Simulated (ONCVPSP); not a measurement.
# technetium (Tc): ONCV pseudisation with LDA (Perdew-Wang 92), scalar-relativistic reference atom.

ONCVPSP 4.0.1 input, shortened (lines: element, Z, core and valence counts, functional; n l f; lmax; l rc ep ncon nbas qcut; lloc lpopt rc5 dvloc0; l nproj debl; icmod fcfact rcfact), LDA (Perdew-Wang 92), scalar-relativistic:

```
  Tc 43.00    6    4  -001012      upf
    1    0    2.00
    2    0    2.00
    2    1    6.00
    3    0    2.00
    3    1    6.00
    3    2   10.00
    4    0    2.00
    4    1    6.00
    4    2    5.00
    5    0    2.00
    2
    0    1.80    0.00    5    8    6.50
    1    1.30    0.00    3    6    5.40
    2    2.30    0.00    4    8    6.90
    4    5    1.10    3.00
    0    2    3.20
    1    3    0.30
    2    2    1.20
    3    1.75    1.40
```

In the p channel the program set the typed energies aside and used -1.668, 0.250, 0.550 Ha.

All-electron outer shells of the reference configuration (LDA (PZ), scalar-relativistic, ld1.x):

```tsv
shell	level (eV)	outermost node (bohr)	outermost maximum (bohr)
3d	-250.19	–	0.31
4s	-73.39	0.50	0.95
4p	-45.40	0.51	1.03
4d	-6.81	0.50	1.27
5s	-5.27	1.28	2.72
```

(1) Estimate the cutoffs (Ha) at which the residual kinetic energy of the hardest occupied pseudo-wave falls to 1 and 0.1 mHa per electron.

(2) What does a ghost test show?

(3) Which valence shell sets the plane-wave cutoff?

(4) Tests: 4s2 4p6 4d5 5s1; 4s2 4p6 4d5 5s0; 4s2 4p6 4d4 5s0; 4s2 4p6 4d6 5s1. Which has the largest error in its energy relative to the reference configuration, and how large is it?

Results:

(1) 35 Ha and 78 Ha.

(2) No bound ghost flagged; GHOST(+) flagged for s at 190.3 eV.

(3) 4p: 35 Ha for 1 mHa per electron, against 18 Ha for 4s.

(4) 4s2 4p6 4d5 5s0, with -5.6 meV (all-electron minus pseudo) on +23.62 eV.
